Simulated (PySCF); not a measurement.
**Bonding in `CC(C)C[SiH2][SiH2]CF`**

Species: C5H15FSi2.
Numbering: `[CH3:1][CH:2]([CH3:3])[CH2:4][SiH2:5][SiH2:6][CH2:7][F:8]` (hydrogens: H9, H10, H11 on C1; H12 on C2; H13, H14, H15 on C3; H16, H17 on C4; H18, H19 on Si5; H20, H21 on Si6; H22, H23 on C7)

Cartesian coordinates in Å at the GFN2-xTB level; atoms count from 1:
```
atom  x, y, z in Å
C1    -1.776    0.042    2.055
C2    -1.119   -0.124    0.686
C3    -2.136   -0.654   -0.320
C4    -0.518    1.205    0.227
Si5    0.441    1.137   -1.420
Si6    1.855   -0.699   -1.499
C7     3.123   -0.574   -0.057
F8     2.464   -0.338    1.137
H9    -2.180   -0.905    2.406
H10   -2.590    0.763    2.001
H11   -1.052    0.396    2.785
H12   -0.309   -0.857    0.785
H13   -1.667   -0.859   -1.280
H14   -2.928    0.077   -0.474
H15   -2.587   -1.575    0.044
H16    0.167    1.553    1.004
H17   -1.314    1.951    0.163
H18    1.177    2.408   -1.544
H19   -0.500    1.124   -2.553
H20    2.706   -0.802   -2.692
H21    1.215   -2.013   -1.347
H22    3.703   -1.487    0.091
H23    3.821    0.258   -0.187
```

Bond orders from the PBE0/pcSseg-1 density (PySCF). The structure is a single GFN2-xTB conformer in the gas phase; no vibrational or solvent corrections.

Task: How far do the computed orders between heavy atoms stray from the drawn ones?

Result: The largest departure is 0.161, at C7–F8 (drawn single, 0.839). Drawn single, order below 0.88: C7–F8 (0.839).

Task: Set the Mayer orders of the bonds between heavy atoms beside their lengths.

Result: 
```csv
bond,drawn as,length (Å),Mayer order
C1–C2,single,1.528,1.045
C2–C3,single,1.525,1.023
C2–C4,single,1.530,1.006
C4–Si5,single,1.907,0.917
Si5–Si6,single,2.319,0.910
Si6–C7,single,1.924,0.892
C7–F8,single,1.384,0.839
```

By pair of heavy elements: C–C: lowest C2–C4 (1.006, 1.530 Å), highest C1–C2 (1.045, 1.528 Å). C–Si: lowest Si6–C7 (0.892, 1.924 Å), highest C4–Si5 (0.917, 1.907 Å).

Task: And the bonds to hydrogen?

Result: C–H: 0.92 to 0.97 (11 bonds); H–Si: 0.93 to 0.95 (4 bonds).

Task: Sum the orders of all bonds at each heavy atom with more than one neighbour and set the sums beside the valence in the SMILES.

Result: C1 3.944 (drawn 4), C2 3.995 (drawn 4), C3 3.911 (drawn 4), C4 3.805 (drawn 4), Si5 3.713 (drawn 4), Si6 3.681 (drawn 4), C7 3.634 (drawn 4). Orders between atoms that aren't bonded are not in these sums.

Mayer orders depend on the basis set.
